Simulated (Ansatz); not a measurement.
Molecule: AlS (charge 0, doublet). SMILES: [Al][S]
Geometry from a B3LYP-D3(BJ)/def2-TZVP (Ansatz, a program for electronic structure) optimisation:
```xyz
2

Al     0.0000     0.0000    -1.1286
S      0.0000     0.0000     0.9170
```
Charge 0, spin multiplicity 2.

Computed values are from Ansatz. Valence correlation only, unless marked. Open shells are spin-unrestricted. Spin-orbit coupling is left out. Non-relativistic. CBS(X,Y): correlation extrapolated as X^-3; Hartree-Fock from the larger set (for Q and 5 zeta extrapolated as (X+1)exp(-9√X)).

Question: What is the T1 diagnostic at CCSD/cc-pV(5+d)Z?

Answer: 0.025.

Question: What is the atomisation energy De at CCSD(T)/CBS(cc-pV(Q+d)Z,cc-pV(5+d)Z)?

Answer: 411.3 kJ/mol.

Question: What is the dipole moment at CCSD(T)/aug-cc-pV(D+d)Z?

Answer: 3.76 D.

Question: What is the vertical electron affinity (to the singlet; negative means unbound) at CCSD(T)/CBS(aug-cc-pV(T+d)Z,aug-cc-pV(Q+d)Z)?

Answer: 2.70 eV.

Question: What is the vertical ionisation energy (to the triplet) at CCSD(T)/CBS(aug-cc-pV(T+d)Z,aug-cc-pV(Q+d)Z)?

Answer: 9.34 eV.
